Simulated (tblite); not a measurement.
Start geometry of `C=C(F)[C@H](C)[CH]Cl` [radical] from a force field or distance geometry (Å):
```
atom  x, y, z in Å
C1     2.030    0.401    0.626
C2     1.158   -0.107   -0.257
F3     1.547   -0.895   -1.291
C4    -0.281    0.219   -0.037
C5    -0.996   -1.098    0.217
C6    -0.936    0.935   -1.160
Cl7   -1.601    2.462   -0.475
H8     3.094    0.257    0.594
H9     1.647    1.015    1.438
H10   -0.368    0.772    0.945
H11   -0.333   -1.765    0.805
H12   -1.190   -1.616   -0.732
H13   -1.930   -0.956    0.805
H14   -1.842    0.377   -1.500
```

Question: What comes out of this run: GFN2-xTB geometry optimisation, gas phase in tblite 0.8.0?

Answer: 
```
atom  x, y, z in Å
C1     2.031    0.583    0.475
C2     1.018   -0.015   -0.124
F3     1.245   -0.770   -1.223
C4    -0.449    0.088    0.232
C5    -1.089   -1.302    0.293
C6    -1.097    0.931   -0.806
Cl7   -1.057    2.616   -0.658
H8     3.037    0.474    0.111
H9     1.878    1.189    1.346
H10   -0.519    0.579    1.206
H11   -0.592   -1.906    1.049
H12   -0.998   -1.802   -0.668
H13   -2.142   -1.216    0.544
H14   -1.268    0.549   -1.798
```

The energy falls by 0.897 eV over 97 L-BFGS steps, the largest force on an atom goes from 3.06 to 0.008 eV/Å, and the atoms move by 0.400 Å rms after alignment. The bond that changes most is C6–Cl7 (ends: carbon bonded to C, Cl and H; chlorine bonded to C), which shortens by 0.108 Å. Bonds longer at the end by more than 0.005 Å: 2 of 13; shorter: 8. Among the angles that change most is C4–C6–Cl7, from 106.5° to 119.6°. Among the dihedrals that turn most is H10–C4–C6–H14, from -111° to -170°. Rotational constants go from 3501, 1196, 1086 to 2954, 1441, 1174 MHz. The orientation of the end geometry is arbitrary; only internal coordinates are fixed.

Time: 0.58 s. Hardware: one thread of an Arm Neoverse V1, no GPU, shared host with 32 logical CPUs at a one-minute load of 32.

Its GFN2-xTB frequencies are all real (lowest 46 cm⁻¹).

One conformer stands for the species.

These are computed values.
